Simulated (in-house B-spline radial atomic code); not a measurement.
The outermost shell (largest non-relativistic mean radius) with and without relativity; Dirac values are averaged over j. Computed with a radial B-spline atomic code at the basis-set limit: non-relativistic Hartree-Fock and Dirac-Hartree-Fock, averages of the configuration (point nuclei without relativity, finite nuclei with it).

| ion | configuration | outermost shell | radius non-relativistic (bohr) | radius Dirac (bohr) | radius change (%) | level non-relativistic (eV) | level Dirac (eV) |
| --- | --- | --- | --- | --- | --- | --- | --- |
| Tb | [Xe] 4f9 6s2 | 6s | 4.7417 | 4.4791 | -5.539 | -4.753 | -5.0473 |
| Dy | [Xe] 4f10 6s2 | 6s | 4.6984 | 4.427 | -5.7761 | -4.797 | -5.1073 |
| Ho | [Xe] 4f11 6s2 | 6s | 4.6567 | 4.3763 | -6.0201 | -4.840 | -5.1672 |
| Er | [Xe] 4f12 6s2 | 6s | 4.6164 | 4.3269 | -6.2709 | -4.882 | -5.2272 |
| Tm | [Xe] 4f13 6s2 | 6s | 4.5774 | 4.2785 | -6.5297 | -4.924 | -5.2872 |
| Yb | [Xe] 4f14 6s2 | 6s | 4.5396 | 4.2311 | -6.7947 | -4.965 | -5.3474 |
| Lu | [Xe] 4f14 5d1 6s2 | 6s | 4.2588 | 3.9025 | -8.3656 | -5.411 | -6.0544 |
| Hf | [Xe] 4f14 5d2 6s2 | 6s | 4.0684 | 3.6939 | -9.2054 | -5.725 | -6.5223 |
| Ta | [Xe] 4f14 5d3 6s2 | 6s | 3.9203 | 3.5307 | -9.9359 | -5.979 | -6.9118 |
| W | [Xe] 4f14 5d4 6s2 | 6s | 3.7981 | 3.3946 | -10.624 | -6.196 | -7.2568 |
| Re | [Xe] 4f14 5d5 6s2 | 6s | 3.6942 | 3.277 | -11.292 | -6.386 | -7.5724 |
| Os | [Xe] 4f14 5d6 6s2 | 6s | 3.6037 | 3.1731 | -11.95 | -6.556 | -7.867 |
| Ir | [Xe] 4f14 5d7 6s2 | 6s | 3.5237 | 3.0796 | -12.604 | -6.710 | -8.1462 |
| Pt | [Xe] 4f14 5d9 6s1 | 6s | 3.7588 | 3.1388 | -16.494 | -5.931 | -7.7338 |
| Au | [Xe] 4f14 5d10 6s1 | 6s | 3.7006 | 3.0609 | -17.285 | -6.008 | -7.9368 |
| Hg | [Xe] 4f14 5d10 6s2 | 6s | 3.3284 | 2.8434 | -14.572 | -7.103 | -8.9263 |
